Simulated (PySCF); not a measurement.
# Titanium: a sound run and one with changed settings

Sound run: Ti(2+) [Ar] 3d2, Ti(3+) [Ar] 3d1. Calculation: PySCF 2.14, in cc-pVDZ (6s5p3d1f, 43 functions); the non-relativistic Hamiltonian (point nucleus). In the sound run the correlated levels freeze [Ar]. The sound run starts from symmetry-adapted Hartree-Fock orbitals and uses a fine grid where one is needed.

A second run was set up differently.

```csv
species,method,sound run (hartree),changed run (hartree),converged
Ti(2+),UHF,-847.73378,-838.95528,yes
Ti(2+),TPSS,-848.63916,-839.73608,yes
Ti(2+),MN15,-848.58497,-838.27307,yes
Ti(2+),MP2,-847.73645,-838.95528,yes
Ti(3+),UHF,-846.73681,-838.13872,yes
Ti(3+),TPSS,-847.58905,-838.87395,yes
Ti(3+),MN15,-847.55275,-837.42849,yes
```

Ionisation energy of Ti(2+):

```
 method  sound run (eV)  changed run (eV)
    UHF          27.129            22.220
   TPSS          28.575            23.460
   MN15          28.088            22.982
    MP2          27.202            22.220
SCS-MP2          27.153            22.220
```

What was changed?
A. minimal basis
B. radial grid too coarse
C. a valence shell is frozen
D. basis contracted for another Hamiltonian

A. It used basis STO-3G. A minimal basis cannot let orbitals breathe on ionisation and holds almost no correlation.
